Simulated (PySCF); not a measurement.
HO2Si, SMILES O=[Si]=[OH+], charge +1. Atoms are numbered in the order given.

```xyz
4

O     -0.0012     1.5745     0.0000
Si     0.0187     0.0852     0.0000
O     -0.0906    -1.4443     0.0000
H      0.4724    -2.2335     0.0000
```
Charge +1, spin multiplicity 1.

Geometry optimised at PBE0-D3(BJ)/def2-TZVP. The isomer is the one that the SMILES or the coordinates give; other isomers of the formula were not compared.

Vertical ionisation energy (IE) and electron affinity (EA) in eV. Rows of orbital energies are one-electron estimates. Where ΔSCF, EOM or ADC give a negative EA the extra electron is unbound and the value depends on the basis.

```csv
level,IE,EA
"−ε(HOMO), −ε(LUMO), B3LYP/def2-TZVPD (PySCF)",16.49,10.83
ADC(2)/aug-cc-pVDZ (PySCF),17.80,7.67
```

**Question.** Beyond the first one, list the lowest photoelectron lines from ADC(2)/aug-cc-pVDZ (PySCF) with their pole strengths (two spins summed). (The exact figures need the calculation; the answer reports its results.)

**Answer.** 17.87 eV (1.67), 19.46 eV (1.66), 21.40 eV (1.74), 21.85 eV (1.74), 27.89 eV (1.75).
